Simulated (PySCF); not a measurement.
Correlation energy of Zn (zinc, neutral)

[Ar] 3d10 4s2, closed-shell 1S. Calculation: PySCF 2.14, in x2c-TZVPall (6s5p4d1f, 48 functions); the spin-free X2C one-electron Hamiltonian (Gaussian nucleus). Frozen: [Ar]; 12 electrons correlated.

MP2 pair energies summed by pair of shells (mhartree):

```tsv
pair	energy	share (%)
3d-3d	-355.33	86.2
3d-4s	-34.24	8.3
4s-4s	-22.54	5.5
```

Total MP2 correlation energy: -412.11 mhartree.

Same-spin part -146.73 and opposite-spin part -265.38 mhartree; SCS-MP2 scales them by 1/3 and 6/5 to -367.37 mhartree.

```tsv
level	correlation energy (mhartree)
CCSD	-382.14
(T)	-9.90
CCSD(T)	-392.04
```

Diagnostics: T1 = 0.017, D1 = 0.0438, largest double amplitude 0.114.

Cost of the coupled-cluster step: 0.58 s of wall time on 1 thread of Neoverse-V1 (shared host), for 12 correlated electrons.
